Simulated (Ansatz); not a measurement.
**One step, two centres**

1,2-elimination, with the central atom changed down its group and all else kept; in the first member these bonds form or tighten: H–O; these break or loosen: H–O, O–Si.

Gas-phase electronic energies, without zero-point energy, by CCSD(T) at an estimated basis limit (MP2 extrapolated from triple and quadruple zeta, plus CCSD(T) − MP2 in triple zeta); Ansatz 0.2.0, def2-TZVPP and QZVPP, frozen cores, core potentials past krypton, on PBE0-D4/def2-TZVP structures. Extrapolation: Hartree–Fock as exp(−7.88 √X), correlation as X^−2.97. All energies, in kcal/mol, count from the reactant; the end structure is reached by relaxing down from the saddle. Brackets give SMILES, or, where every atom is bracketed, only which atoms are joined. Steps whose reference was doubtful or whose search ended elsewhere are left out.

| reactants | products | saddle | end structure |
| --- | --- | --- | --- |
| SiH₂Cl₂O₂ ([OH][Si]([OH])([Cl])[Cl]) | SiCl₂O ([O][Si]([Cl])[Cl]) + H₂O, still joined by a dative O–Si bond | 54.60 | 50.14 |
| SnH₂Cl₂O₂ ([OH][Sn]([OH])([Cl])[Cl]) | SnCl₂O ([O][Sn]([Cl])[Cl]) + H₂O, still joined by a dative O–Sn bond | ? | 40.95 |

**Question.** What is the height of the saddle for SnH₂Cl₂O₂ ([OH][Sn]([OH])([Cl])[Cl])? (Judge from chemistry; the value comes from the calculation.)

**Answer.** The calculation gives: 44.91 kcal/mol relative to the reactant, the lower of the two.

The saddle falls down the group: the larger centre, with longer and weaker bonds, takes on an extra partner at less cost.

T1 diagnostic: at most 0.018. The filled d shells of Sn are correlated in sets not built for that, so values that involve them are less sure.

For scale, one of the runs: CCSD(T)/def2-TZVPP, 224 basis functions, launched by `ansatz run in.yaml --threads 8 --pin off --events-out ev --progress --plain --max-ram 19148MiB`. The run took 49 s on 8 CPU threads of an Intel Xeon Platinum 8488C (shared host), with 4 GiB of host memory at its peak.
